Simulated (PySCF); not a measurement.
# Computed structure and properties of [PbF3(H2O)]+

System: [PbF3(H2O)]+ (singlet); start: template (Cs). Method: PySCF 2.14.0, RKS PBE0, Pb def2-SVP with ECP60, F def2-SVP, O def2-SVP, H def2-SVP; non-relativistic Hamiltonian with scalar-relativistic core potentials where named; density fitting; no spin-orbit coupling.

Input of the relaxation:

```python
mol = gto.M(atom='''
Pb     0.01053    -0.01053     0.01053
F      1.08303     1.06197     1.08303
F     -1.06197    -1.08303     1.08303
F      1.08303    -1.08303    -1.06197
O     -1.24807     1.24807    -1.24807
H     -1.58877     2.13317    -1.04427
H     -1.58877     1.04427    -2.13317''',
    basis={'Pb': 'def2-SVP', 'F': 'def2-SVP', 'O': 'def2-SVP', 'H': 'def2-SVP'},
    ecp={'Pb': 'def2-SVP'},
    charge=1, spin=0)
mf = dft.RKS(mol, xc='PBE0')
mf.grids.atom_grid = (50, 194)
mf = mf.density_fit()  # fitting sets: Pb def2-universal-JKFIT, F def2-universal-JKFIT, O def2-universal-JKFIT, H def2-universal-JKFIT
mf.conv_tol = 1e-08; mf.max_cycle = 55
mf.kernel(dm0)  # dm0: converged density of the start geometry
# quasi-Newton relaxation in Cartesian coordinates to a largest gradient under 0.00045 Eh/bohr, steps kept in the point group
```

Run from Python with OMP_NUM_THREADS=2; the lines above give its settings. Where DIIS fails, smearing, a level shift and second-order steps follow.
It took 30 s on 2 threads of Arm Neoverse V2, with other jobs on the host, from the converged density of the start.

Course of the relaxation:

| step | energy above end (eV) | largest force component within the symmetry (eV/Å) |
| --- | --- | --- |
| 0 | 1.1391 | 3.012 |
| 1 | 0.2606 | 0.958 |
| 2 | 0.1634 | 0.660 |
| 3 | 0.0439 | 0.286 |
| 4 | 0.0090 | 0.204 |
| 5 | 0.0026 | 0.067 |
| 6 | 0.0013 | 0.062 |
| 7 | 0.0006 | 0.047 |
| 8 | 0.0003 | 0.059 |
| 9 | 0.0001 | 0.047 |
| 10 | 0.0000 | 0.055 |
| 11 | 0.0000 | 0.016 |

Relaxed geometry (Cs):

```xyz
7

Pb    0.0976   -0.1399    0.1399
F     0.9670    1.4001    1.0366
F    -1.2830   -1.1435    1.1435
F     0.9670   -1.0366   -1.4001
O    -1.2155    1.1636   -1.1636
H    -1.4221    2.0948   -0.9724
H    -1.4221    0.9724   -2.0948
```

```tsv
contact	Å
Pb1–F2 (F)	1.983
Pb1–F3 (F)	1.980
Pb1–F4 (F)	1.983
Pb1–O5 (H2O)	2.263
```

On the finer grid (75, 302):

```yaml
HOMO: -17.04 eV
LUMO: -11.13 eV
Dipole_about_the_centre_of_mass: 5.58 D
Set_of_Mulliken_populations_of_Pb1_outside_the_core_potential: s 3.12, p 7.00, d 10.28
D3_BJ_dispersion_energy_not_in_the_energies: -0.095 eV
```

```tsv
atom	Mulliken (e)	Löwdin (e)	spin (e)
Pb1	1.60	1.20	0.00
F2	-0.30	-0.19	0.00
F3	-0.29	-0.18	0.00
F4	-0.30	-0.19	0.00
O5	-0.28	0.04	0.00
H6	0.28	0.16	0.00
H7	0.28	0.16	0.00
```

On the grid (50, 194), as all that follows. Harmonic modes: a minimum within the noise of the softest modes; lowest 17 cm⁻¹ (negative: unstable), highest 3844 cm⁻¹, zero-point energy 0.802 eV.

Taking off one F (charge -1, singlet; the rest: singlet) in vacuum, both parts rigid, costs 18.39 eV; the small basis without counterpoise inflates it. Most of it is the attraction of opposite charges; other ways to part are cheaper, and one spin state was tried for the rest.

Rigid scan of F along the line from its metal:

(distance to F2 (Å), energy (eV)): (1.68, 1.887), (1.78, 0.699), (1.88, 0.148), (1.98, 0.000), (2.08, 0.109), (2.18, 0.366), (2.38, 1.085), (2.68, 2.204), (3.08, 3.353), (3.58, 4.225)

Taking off one H2O (charge 0, singlet; the rest: singlet) in vacuum, both parts rigid, costs 2.40 eV; the small basis without counterpoise inflates it.

Rigid scan of H2O along the line from its metal:

(distance to O5 (Å), energy (eV)): (1.96, 0.679), (2.06, 0.256), (2.16, 0.056), (2.26, 0.000), (2.36, 0.037), (2.46, 0.130), (2.66, 0.395), (2.96, 0.821), (3.36, 1.281), (3.86, 1.633)

One start shape was tried, so this needn't be the lowest isomer.
